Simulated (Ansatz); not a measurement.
Reaction (formal exchange of groups at the Sn–S bond): `N=C[S][SnH3]` + `[CH3][AlH][SiH2]C` → `C[SiH2][AlH][SnH3]` + `CSC=N`

Calculated with Ansatz (gas phase, PBE0-D4/def2-TZVP geometries, no zero-point term in ΔE). CCSD(T)/CBS adds triple-zeta CCSD(T) − MP2 to the extrapolated MP2 energy (def2 sets, frozen cores). Functionals use def2-TZVPP. Elements past krypton have def2 core potentials. For Sn outer-core shells are correlated without core-valence functions, which leaves a few kJ/mol of doubt a bond. Each species was taken in one conformer, which may not be the lowest.

| level | ΔE (kJ/mol) |
| --- | --- |
| PBE-D4 | 35.7 |
| r2SCAN-D4 | 41.8 |
| PBE0-D4 | 34.5 |
| r2SCAN | 41.9 |
| HF/def2-TZVPP | 42.7 |
| CCSD/def2-TZVPP | 40.5 |
| HF/def2-QZVPP | 43.7 |
| SCS-MP2/def2-QZVPP | 45.5 |

(1) What does CCSD(T)/CBS give? (An estimate is asked.)

Largest T1 diagnostic among the species: 0.015.

Results:

(1) Ansatz gave: +42.2 kJ/mol. The listed levels differ from it by -6.5, -0.4, -7.7, -0.3, 0.5, -1.7, 1.5, 3.3 kJ/mol.
